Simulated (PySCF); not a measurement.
## Working out the ionisation energy of Tc⁺

Tc⁺ [Kr] 4d5 5s1 (7S) → Tc²⁺ [Kr] 4d5 (6S). Calculation: PySCF 2.14, in x2c-SVPall (6s5p5d1f, 53 functions); scalar relativity by spin-free X2C-1e. Frozen: [Kr]. Energies in hartree (1 hartree = 27.21139 eV):

```tsv
part	Tc⁺ (lower)	Tc²⁺ (upper)
UHF	-4282.443369	-4281.920933
MP2 opposite-spin	0.000000	0.000000
MP2 same-spin	-0.059378	-0.046368
```

What does Hartree-Fock give?

(-4281.920933) − (-4282.443369) = 0.522436 hartree = 14.216 eV.

What do MP2 and SCS-MP2 (6/5 opposite-spin, 1/3 same-spin) give?

The opposite-spin parts differ by 0.000 eV and the same-spin parts by 0.354 eV. MP2: 14.216 + (0.000) + (0.354) = 14.570 eV. SCS-MP2: 14.216 + 1.2 × (0.000) + (0.354)/3 = 14.334 eV.

Reference: 15.26 eV (semi-empirical (NIST evaluation); NIST Atomic Spectra Database, ionization energies).

A double-zeta basis recovers only part of the correlation energy.

What remains against the reference includes basis incompleteness, the frozen core and correlation beyond second order.
